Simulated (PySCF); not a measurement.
C₄H₈Si. Atoms are numbered in the order given.

```xyz
13

C      1.3599     0.0015    -0.6705
C      1.3599     0.0015     0.6705
C      0.0493    -0.0031     1.4144
Si    -1.2239     0.0017     0.0000
C      0.0493    -0.0031    -1.4144
H      2.3020     0.0044    -1.2306
H      2.3020     0.0044     1.2306
H     -0.0440     0.8745     2.0770
H     -0.0421    -0.8877     2.0683
H     -2.0972     1.2161     0.0000
H     -2.1093    -1.2037     0.0000
H     -0.0421    -0.8877    -2.0683
H     -0.0440     0.8745    -2.0770
```

Geometry optimised at PBE0-D3(BJ)/def2-SVP. The values are those of a single conformer.

All values below come from PySCF with PBE/pcSseg-1.

GIAO shieldings, no solvent; atoms alike by connectivity are averaged. δ = σ(ref) − σ: ¹³C against TMS (σ = 182.0 ppm); ²⁹Si against TMS (σ = 335.4 ppm); ¹H against TMS (σ = 31.49 ppm), references at their B3LYP-D3(BJ)/def2-TZVP geometries, non-relativistic.

```tsv
atoms	nucleus	count	δ (ppm)
C1, C2	¹³C	2	…
C3, C5	¹³C	2	18.7
Si4	²⁹Si	1	…
H6, H7	¹H	2	…
H10, H11	¹H	2	4.66
H8, H9, H12, H13	¹H	4	2.09
```

Task: Complete the blanks. (The exact figures need the calculation; the answer reports its results.)

Result: 
- C1, C2, δ (ppm): 141.1
- Si4, δ (ppm): -29.9
- H6, H7, δ (ppm): 6.36
